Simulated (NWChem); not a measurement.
# CH₃Mg, doublet; SMILES [CH3][Mg]

```xyz
5

Mg     0.0000     0.0000    -0.9511
C      0.0000     0.0000     1.1795
H      0.7294     0.7294     1.5714
H      0.2670    -0.9963     1.5714
H     -0.9963     0.2670     1.5714
```
Atoms are numbered in this order, from 1.

Computed with NWChem. Pople sets run with spherical d functions. Spin-unrestricted. In the optimisation the excess spin sits in a1 (C3v, its own frame). All runs use the structure optimised with PBE0/def2-SVP, spin-unrestricted. The spin multiplicity was typed, not searched, and may not be the lowest. No stability test was run on the SCF state. Vzz is the largest principal value of the second derivative of the potential at the nucleus (NWChem prints the opposite sign); η is the asymmetry. Non-relativistic.

```tsv
level	Vzz Mg1 (a.u.)	η Mg1	relative time
PBE0/cc-pVTZ	-0.586	0.00	9
PBE0/6-31G*	-0.538	0.00	1
CAM-B3LYP/def2-SVP	-0.648	0.00	2
CAM-B3LYP/cc-pVTZ	-0.610	0.00	30
```

The last column is a rough cost ratio, cheapest run = 1.
